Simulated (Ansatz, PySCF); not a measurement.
The PySCF input:
```python
from pyscf import gto, scf, dft

mol = gto.Mole()
mol.atom = '''
    K    -0.515992   -0.253325   -0.435053
    O     1.047786    0.444316    0.880931
    H     1.421565    1.258641    1.218564
'''
mol.basis = 'def2-tzvp'
mol.charge = 0
mol.spin = 0
mol.verbose = 4
mol.build()

mf = dft.RKS(mol)
mf.xc = 'wb97m_v'
mf.grids.atom_grid = (99, 590)
mf.grids.prune = None
mf.kernel()
```

Q: Write the same job for Ansatz (a program for electronic structure).

A: This is not unique; one that fits is 
Ansatz 0.2 input:
```yaml
crystal:
  periodic: [false, false, false]
  atoms:
    - {symbol: K, position_ang: [-0.51599211, -0.25332463, -0.43505305]}
    - {symbol: O, position_ang: [1.04778559, 0.44431587, 0.88093051]}
    - {symbol: H, position_ang: [1.42156540, 1.25864102, 1.21856393]}
basis:
  gaussian:
    orbitals: def2-TZVP
hamiltonian:
  xc: {name: wB97M-V}
accuracy: high
```

Both were run: PySCF gave -675.743861 Eh and Ansatz -675.743863 Eh, 0.002 mEh apart.
